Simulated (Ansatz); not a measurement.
Reaction (cleavage of the B–Ge bond): `[BH2][GeH2][SiH3]` + HCl → `BCl` + `[SiH3][GeH3]`

Calculated with Ansatz (gas phase, PBE0-D4/def2-TZVP geometries, no zero-point term in ΔE). CCSD(T)/CBS is the MP2 limit (def2-TZVPP, def2-QZVPP) plus CCSD(T) − MP2 in def2-TZVPP, frozen cores. This one scheme is used for every species. DFT in def2-TZVPP. B3LYP here is the variant with VWN-RPA as its local correlation; programs differ in this. For Ge outer-core shells are correlated without core-valence functions, which leaves a few kJ/mol of doubt a bond. Scalar relativity is left out up to krypton.

Problem. Is it downhill or uphill in electronic energy at CCSD(T)/CBS, and by how much? (Estimate.)

Solution. Computed: Downhill: ΔE = -1.02 eV.

Problem. What do these levels give: LDA (SPW92), B3LYP-D4, r2SCANh-D4, ωB97X-V, revPBE, LC-ωPBE, HF/def2-SVP, MP2/def2-SVP, CCSD(T)/def2-SVP, HF/def2-TZVPP, HF/CBS(def2), CCSD/CBS(def2)? (Best estimate.)

Solution. Ansatz gave: LDA (SPW92) -1.06, B3LYP-D4 -1.08, r2SCANh-D4 -1.08, ωB97X-V -1.09, revPBE -1.05, LC-ωPBE -1.08, HF/def2-SVP -1.26, MP2/def2-SVP -1.26, CCSD(T)/def2-SVP -1.23, HF/def2-TZVPP -1.18, HF/CBS(def2) -1.19, CCSD/CBS(def2) -1.02 eV.

Problem. What do rigid-rotor, harmonic-oscillator terms from PBE0-D4/def2-TZVP frequencies (298.15 K, 1 bar) make of the CCSD(T)/CBS value? (Best estimate.)

Solution. Ansatz gave: ΔZPE = +0.04 eV, ΔH = -1.01 eV, ΔS = -5 J/(mol·K), ΔG = -1.00 eV.

Largest T1 diagnostic among the species: 0.013.

From BLYP to BHLYP (50 % exact exchange), in def2-TZVPP and without D4, ΔE moves by −0.03 eV. Leaving LDA and LC-ωPBE aside and taking each functional with its dispersion term where it has one, the values, not all of them listed here, spread over 0.09 eV, from B97M-V to revPBE-D4.
